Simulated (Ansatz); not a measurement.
Two structures, one formula

Two relaxed structures of BSiH$_{4}$OF, singlet (PBE0-D4/def2-TZVP; forces vanish, vibrations not checked).

A:

| atom | x (Å) | y (Å) | z (Å) |
| --- | --- | --- | --- |
| O1 | -1.8870 | 0.1404 | -0.6998 |
| B2 | -0.6936 | -0.3250 | -0.5423 |
| Si3 | 1.1159 | -0.5782 | 0.0355 |
| F4 | 0.3943 | 2.1234 | 1.7854 |
| H5 | -2.5123 | -0.2925 | -1.2907 |
| H6 | 0.7090 | 1.3591 | 1.3344 |
| H7 | 1.7695 | -0.6260 | -1.3123 |
| H8 | 0.9978 | -1.9966 | 0.5049 |

B:

```
8
angstrom
O -0.2397 0.5623 0.6762
B -1.5019 1.2426 -0.0450
Si 0.6213 -0.6166 -0.1886
F -0.3637 -1.8097 -0.5066
H -1.2458 0.7389 -1.1598
H -0.1968 0.7108 1.6242
H 1.1284 0.0230 -1.4051
H 1.6512 -1.1357 0.7390
```

Computed with Ansatz 0.2.0 (basis: def2-TZVPP); correlated methods freeze the cores. B3LYP uses VWN-RPA correlation.

Problem. Which structure is lower at CCSD(T), and by how much? (An estimate is asked for; the value comes from the calculation.)

Solution. By the calculation: B, by 0.028 eV (electronic energy, against the other); a gap this small isn't resolved in one triple-zeta basis. By their contacts, A is a complex of BSiH₃O ([OH][B][SiH2]) + HF and B is BSiH₄OF ([BH][OH][SiH2][F]).

Problem. Do the other methods give the same order? (A judgement: the text doesn't fix the answer.)

Solution. By the calculation: Not all: PBE-D4, r2SCAN-D4, PBE0-D4, B3LYP-D4, wB97M-V give the other order.

```csv
method,E(B) − E(A) (eV)
PBE-D4,0.610
r2SCAN-D4,0.283
PBE0-D4,0.370
B3LYP-D4,0.234
wB97M-V,0.016
HF,-0.445
MP2,-0.018
CCSD,-0.130
CCSD(T),-0.028
```

The T1 diagnostic stays at or below 0.019. The restricted Hartree–Fock reference is unstable towards an unrestricted one at one or more of these structures.

Labels in which every atom is bracketed show which atoms are joined, not bond orders.

For scale, one of the runs: CCSD(T)/def2-TZVPP, 191 basis functions, launched by `ansatz run in.yaml --threads 2 --pin off --events-out ev --progress --plain --max-ram 4352MiB`. The run took 61 s on 2 CPU threads of an Arm Neoverse V1 (shared host), with 2.1 GiB of host memory at its peak.
